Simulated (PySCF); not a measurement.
# Diatomic cations of Cs with the third period

r²SCAN with double-zeta basis sets in PySCF, for the lowest determinant that a PBE0 search found; no spin–orbit coupling. De refers to high-spin ground-configuration atoms (the charge goes to the atom of lower measured ionisation energy or higher electron affinity, which is not always the lowest computed limit). A positive dipole points towards Cs; it is taken about the centre of mass and depends on that origin.

```
 M      basis  charged atom  state (unpaired electrons)  Re (Å)  ωe (cm⁻¹)  De (eV)  μ (D)
Na   def2-SVP           Cs+               doublet (σ ↑)   4.534       64.2     0.38  -2.74
Mg  def2-SVPD           Cs+      singlet (closed shell)   4.302       66.3     0.21   0.07
Al  def2-SVPD           Cs+               doublet (σ ↑)   4.403       67.4     0.40   0.53
 P   def2-SVP           Cs+         quartet (σ ↑, π ↑↑)   3.971       56.9     0.12   2.57
 S   def2-SVP           Cs+              triplet (π ↑↑)   3.770       82.6     0.30   2.36
Cl   def2-SVP           Cs+               doublet (π ↑)   3.653       77.2     0.23   2.81
```

The shortest bond is that of CsCl⁺ (3.653 Å), the longest that of CsNa⁺ (4.534 Å).

The rows differ in basis set, which adds steps of its own.

The state changes along the series, so neighbouring rows are not always alike in their bonding.

Closed-shell solutions of metal pairs were not tested for spin polarisation, which can lower them a little. Weak bonds: CsAl⁺, CsCl⁺, CsMg⁺, CsNa⁺, CsP⁺, CsS⁺. Basis-set superposition, not corrected here, can be much of De in a small basis, most of all at correlated wavefunction levels. These are scalar-relativistic numbers at best; spin–orbit coupling would shift them, the dissociation energy most. For an ion De counts to the pair picked by the measured ionisation energies or electron affinities, which need not be the lowest pair at this level. States were picked by a PBE0 search and need not be the measured ground states.
